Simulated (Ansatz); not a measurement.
`CC[SiH2]O[SiH3]` + CH₃SH → `CC[SiH2]SC` + `O[SiH3]`  (ligand exchange at the Si–O bond)

Gas-phase electronic energies from Ansatz, PBE0-D4/def2-TZVP geometries. CCSD(T)/CBS is the MP2 limit (def2-TZVPP, def2-QZVPP) plus CCSD(T) − MP2 in def2-TZVPP, frozen cores. This one scheme is used for every species. DFT in def2-TZVPP. B3LYP here is the variant with VWN-RPA as its local correlation; programs differ in this. Each species was taken in one conformer, which may not be the lowest.

Question: Is it downhill or uphill in electronic energy at CCSD(T)/CBS, and by how much? (Estimate.)

Answer: Computed: Uphill: ΔE = +11.9 kcal/mol.

Question: What do these levels give: PBE-D4, B3LYP-D4, ωB97X-V, PBE, HF/def2-TZVPP, HF/CBS(def2)? (Best estimate.)

Answer: The calculation gave: PBE-D4 8.3, B3LYP-D4 12.8, ωB97X-V 12.2, PBE 8.7, HF/def2-TZVPP 18.0, HF/CBS(def2) 18.6 kcal/mol.

Largest T1 diagnostic among the species: 0.011.

In def2-TZVPP, CCSD(T) changes the Hartree–Fock value by −5.4 kcal/mol (the triples alone add −1.1 kcal/mol) and MP2 by −6.5 kcal/mol. From PBE to PBE0 (25 % exact exchange), in def2-TZVPP and without D4, ΔE moves by +1.3 kcal/mol.
